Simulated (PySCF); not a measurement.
SMILES [CH2](C)[AlH][Br], PBE0/def2-SVP optimised geometry.

```
10

Al     0.32    -0.63     0.00
H     -0.38    -2.05     0.00
Br     2.59    -0.63     0.00
C     -0.61     1.10     0.00
C     -2.14     1.04     0.02
H     -0.25     1.66    -0.88
H     -0.23     1.67     0.86
H     -2.52     0.52     0.91
H     -2.54     0.51    -0.86
H     -2.59     2.05     0.01
```

Density from PBE0/def2-TZVP run with PySCF at that geometry.

Minimum of the electron density along straight lines between bonded atoms, close to the bond critical point (lines longer than 1.1 times the sum of covalent radii, or with two minima, are not listed):

```json
[
 {"bond": "Al1–H2", "length / Å": "1.585", "ρ at the minimum / e bohr⁻³": "0.084", "∇²ρ there / e bohr⁻⁵": "0.20", "position (fraction from the first atom)": "0.50"},
 {"bond": "Al1–Br3", "length / Å": "2.270", "ρ at the minimum / e bohr⁻³": "(withheld)", "∇²ρ there / e bohr⁻⁵": "0.20", "position (fraction from the first atom)": "0.37"},
 {"bond": "Al1–C4", "length / Å": "1.956", "ρ at the minimum / e bohr⁻³": "0.089", "∇²ρ there / e bohr⁻⁵": "0.25", "position (fraction from the first atom)": "0.40"},
 {"bond": "C4–C5", "length / Å": "1.529", "ρ at the minimum / e bohr⁻³": "0.239", "∇²ρ there / e bohr⁻⁵": "(withheld)", "position (fraction from the first atom)": "0.50"},
 {"bond": "C4–H6", "length / Å": "1.106", "ρ at the minimum / e bohr⁻³": "0.263", "∇²ρ there / e bohr⁻⁵": "-0.84", "position (fraction from the first atom)": "0.64"},
 {"bond": "C4–H7", "length / Å": "1.106", "ρ at the minimum / e bohr⁻³": "0.263", "∇²ρ there / e bohr⁻⁵": "-0.85", "position (fraction from the first atom)": "0.64"},
 {"bond": "C5–H8", "length / Å": "1.102", "ρ at the minimum / e bohr⁻³": "0.271", "∇²ρ there / e bohr⁻⁵": "-0.91", "position (fraction from the first atom)": "0.64"},
 {"bond": "C5–H9", "length / Å": "1.102", "ρ at the minimum / e bohr⁻³": "0.271", "∇²ρ there / e bohr⁻⁵": "-0.91", "position (fraction from the first atom)": "0.64"},
 {"bond": "C5–H10", "length / Å": "1.102", "ρ at the minimum / e bohr⁻³": "0.271", "∇²ρ there / e bohr⁻⁵": "-0.91", "position (fraction from the first atom)": "0.64"}
]
```

Some entries are withheld; supply them.


- Al1–Br3, ρ at the minimum / e bohr⁻³: 0.064
- C4–C5, ∇²ρ there / e bohr⁻⁵: -0.57
